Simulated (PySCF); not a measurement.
Species: C₆H₆S₂.
Cartesian coordinates in Å at the GFN2-xTB level; atoms count from 1:
```
atom  x, y, z in Å
C1    -2.3087    0.5414    0.5663
C2    -1.3776   -0.5040    0.0511
S3    -1.9328   -1.9917   -0.3691
C4     0.0058   -0.1861   -0.0686
C5     1.0290   -0.9969   -0.5147
C6     2.2797   -0.3682   -0.5040
C7     2.2164    0.9177   -0.0517
S8     0.6276    1.3876    0.3690
H9    -3.3239    0.1556    0.6012
H10   -2.2794    1.4215   -0.0769
H11   -2.0070    0.8537    1.5667
H12    0.8589   -2.0088   -0.8341
H13    3.1928   -0.8431   -0.8154
H14    3.0187    1.6209    0.0581
```

A PySCF run (density fitting, gas phase, GFN2-xTB geometry) gave HOMO -8.17 eV, LUMO -1.08 eV, dipole 3.44 D and E = -1028.120 Eh.

Problem. Which of these levels was it?
A. PBE0/pcseg-1
B. wB97X-D/6-31G*
C. HCTH407/pcseg-1
D. PBE0/pcSseg-1
E. wB97X-D/def2-SVPD

Solution. E. It is wB97X-D/def2-SVPD. All candidates on this geometry:

| level and settings | kind | basis functions | SCF cycles | E (Eh) | HOMO (eV) | LUMO (eV) | dipole (D) |
| --- | --- | --- | --- | --- | --- | --- | --- |
| HCTH407/pcseg-1, level shift 0.1 Eh | GGA | 150 | 12 | -1028.6106 | -5.21 | -3.49 | 3.41 |
| PBE0/pcseg-1 | global hybrid | 150 | 14 | -1027.9725 | -6.33 | -2.69 | 3.40 |
| PBE0/pcSseg-1 | global hybrid | 180 | 14 | -1027.9909 | -6.30 | -2.65 | 3.33 |
| wB97X-D/def2-SVPD | range-separated hybrid | 222 | 16 | -1028.1200 | -8.17 | -1.08 | 3.44 |
| wB97X-D/6-31G* | range-separated hybrid | 132 | 16 | -1028.4726 | -7.97 | -0.79 | 3.56 |

The nearest other candidate, by the summed differences of HOMO and LUMO, is wB97X-D/6-31G*: its HOMO differs by +0.20 eV and its LUMO by +0.29 eV. wB97X-D ran without the empirical dispersion term, which would shift the total energy alone. Cycle counts include a coarse-grid stage where the run had one. All basis functions are spherical, in the Pople sets too.
